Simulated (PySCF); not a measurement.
# Shapes and spin states of KO₂

These are results of B3LYP/[K def2-TZVP, O def2-TZVP], no relativity, density fitting, PySCF, not measurements.

Relaxations began from a few typed shapes and spin states; open shells are unrestricted. The search is not exhaustive: other isomers or separated fragments can lie lower, and high-lying points may rest on an excited occupation.

Question: Order these stationary points by electronic energy, lowest first, in kJ/mol from the lowest minimum.
A. quartet D∞h: K–O 2.595 Å (×2); O–K–O 180.0°
B. quartet C2v: K–O 2.513 Å (×2); O–K–O 53.6°
C. broken-symmetry Ms = 1/2 (⟨S²⟩ 1.76) D∞h: K–O 2.512 Å (×2); O–K–O 180.0°
D. broken-symmetry Ms = 1/2 (⟨S²⟩ 1.74) Cs: K–O 2.479 Å, K–O 2.582 Å; O–K–O 52.8°

Answer: B (0.0), D (27.7), A (36.4), C (75.3).

Question: Which of them are minima?

Answer: By energy in kJ/mol, 0.0: minimum; 27.7: minimum; 36.4: not settled, its softest mode being under 30 cm⁻¹; 75.3: minimum.

The electron or spin density has lower symmetry than the nuclear frame for the quartet D∞h at 36.4 kJ/mol, broken-symmetry Ms = 1/2 (⟨S²⟩ 1.76) D∞h at 75.3 kJ/mol.
